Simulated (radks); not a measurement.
Values are calculated unless marked as measured or tabulated.
Charge is removed step by step from the 4f5/2 level of the samarium ion Sm2+, starting from [Xe] 4f(5/2: 6, 7/2: 0). Level of theory: Dirac Kohn-Sham, LDA (Slater exchange, Perdew-Wang correlation), spin-unpolarised, spherical densities, point nucleus (a radial shooting solver on a logarithmic mesh with Libxc functionals).

removed (e) = 0: E - E(0) (eV) 0.000; eigenvalue (eV) -16.093; E minus straight line (eV) 0.000
removed (e) = 0.1: E - E(0) (eV) 1.686; eigenvalue (eV) -17.628; E minus straight line (eV) -0.738
removed (e) = 0.2: E - E(0) (eV) 3.527; eigenvalue (eV) -19.198; E minus straight line (eV) -1.321
removed (e) = 0.3: E - E(0) (eV) 5.526; eigenvalue (eV) -20.803; E minus straight line (eV) -1.745
removed (e) = 0.4: E - E(0) (eV) 7.688; eigenvalue (eV) -22.441; E minus straight line (eV) -2.007
removed (e) = 0.5: E - E(0) (eV) 10.016; eigenvalue (eV) -24.110; E minus straight line (eV) -2.104
removed (e) = 0.6: E - E(0) (eV) 12.511; eigenvalue (eV) -25.811; E minus straight line (eV) -2.032
removed (e) = 0.7: E - E(0) (eV) 15.179; eigenvalue (eV) -27.541; E minus straight line (eV) -1.788
removed (e) = 0.8: E - E(0) (eV) 18.021; eigenvalue (eV) -29.299; E minus straight line (eV) -1.370
removed (e) = 0.9: E - E(0) (eV) 21.040; eigenvalue (eV) -31.086; E minus straight line (eV) -0.775
removed (e) = 1: E - E(0) (eV) 24.239; eigenvalue (eV) -32.900; E minus straight line (eV) 0.000

Removing the whole electron costs 24.239 eV by Delta-SCF, against 16.093 eV from minus the eigenvalue at the starting occupation. Slater's transition state (half an electron removed) gives 24.110 eV. Integrating minus the eigenvalue over the occupation (Janak's theorem) gives 24.239 eV. The mean slope of the eigenvalue, de/dn, is 16.8 eV per electron. Ionisation energy of Sm2+ in the NIST Atomic Spectra Database: 23.6 eV (semi-empirical).

Beside tabulated values, note that spin-unpolarised runs miss the spin-polarisation part of the exchange energy of open shells.
